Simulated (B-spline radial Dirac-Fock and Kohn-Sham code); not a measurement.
ΔSCF core binding energies without Breit or QED terms, calculated with a radial B-spline solver.

A sound run for the free tellurium atom in the configuration [Kr] 4d10 5s2 5p4: The ground state converged in 10 iterations, with total energy -6793.70326 Ha, virial ratio 1.94555 and highest orbital energy -9.22 eV. ΔSCF binding energies: K (1s) 31930.8 eV, L3 (2p3/2) 4359.3 eV, M5 (3d5/2) 581.7 eV.

A second run, with one unsound setting: The ground state had not converged after 97 iterations, with total energy -6793.49404 Ha, virial ratio 1.94163 and highest orbital energy -6.99 eV. ΔSCF binding energies: K (1s) 31944.0 eV, L3 (2p3/2) 4370.5 eV, M5 (3d5/2) 589.3 eV (not all states converged, so these are not final).

```
iter   energy (Ha)        error
   1    -6791.14216985  1.78e+00
   2    -6792.77348832  2.26e-01
   3    -6792.78791944  2.24e-01
   4    -6792.80212766  2.22e-01
   5    -6792.81611644  2.21e-01
   6    -6792.82988913  2.19e-01
   7    -6792.84344907  2.17e-01
   8    -6792.85679954  2.15e-01
   9    -6792.86994375  2.13e-01
  17    -6792.96804330  2.00e-01
  25    -6793.05464802  1.87e-01
  33    -6793.13109899  1.76e-01
  41    -6793.19858082  1.64e-01
  49    -6793.25814008  1.54e-01
  57    -6793.31070156  1.44e-01
  65    -6793.35708246  1.35e-01
  73    -6793.39800503  1.27e-01
  81    -6793.43410756  1.18e-01
  89    -6793.46595419  1.11e-01
  97    -6793.49404347  1.04e-01
```

Q: Which fault fits the second run best?
A. functional not served
B. damping too heavy
C. too few quadrature points
D. spline order too low

A: B. The input had damp = 0.995; ndamp = 100: damp is so close to 1 that the orbitals hardly move in each step.
